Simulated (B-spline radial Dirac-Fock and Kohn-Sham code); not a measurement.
## Energy-loss ionisation edge M5 of La

System: atomic lanthanum in the configuration [Xe] 5d1 6s2. The computed values come from a radial finite-basis atomic code: the first Born approximation with generalised oscillator strengths from a Dirac-Hartree-Slater potential (longitudinal and transverse terms; continuum final states only, so no white lines or fine structure). The edge is taken at 836.0 eV (tabulated value).

Input file task.json (cfg lists n, l and occupation; rrms is the nuclear radius in fm):

```json
{"items": [{
  "Z": 57,
  "q": 0,
  "cfg": [[1, 0, 2], [2, 0, 2], [2, 1, 6], [3, 0, 2], [3, 1, 6], [3, 2, 10], [4, 0, 2], [4, 1, 6], [4, 2, 10], [5, 0, 2], [5, 1, 6], [5, 2, 1], [6, 0, 2]],
  "A": 139,
  "rrms": 4.855,
  "do": "eels",
  "beams": [[60, 10], [60, 20], [60, 100], [80, 20], [80, 50], [100, 5], [100, 10], [100, 20], [100, 50], [120, 10], [120, 20], [200, 20], [300, 5], [300, 20]],
  "edges": {"M5": 836.0}
}]}
```

Launch: `python xray2_run.py task.json out`

Partial cross sections σ(β, Δ) in barn, integrated over a window Δ above the edge and up to the collection semi-angle β, for parallel illumination:

```csv
E₀ (kV),β (mrad),Δ = 25 eV,Δ = 50 eV,Δ = 100 eV,Δ = 200 eV,Δ = 300 eV
60,10,341,787,1510,2530,3180
60,20,688,1590,3100,5300,6770
60,100,1350,3150,6250,11100,14700
80,20,671,1560,3050,5230,6720
80,50,1030,2390,4730,8300,10900
100,5,175,403,771,1280,1600
100,10,?,?,?,?,?
100,20,650,1510,2960,5100,6580
100,50,933,2180,4300,7580,9950
120,10,399,925,1800,3060,3900
120,20,629,1470,2870,4970,6430
200,20,572,1330,2630,4580,5960
300,5,277,643,1250,2140,2740
300,20,536,1250,2470,4330,5670
```

Task: Give the row for 100 kV and 10 mrad.

Result: 390 b for 25 eV, 902 b for 50 eV, 1750 b for 100 eV, 2960 b for 200 eV, 3770 b for 300 eV.
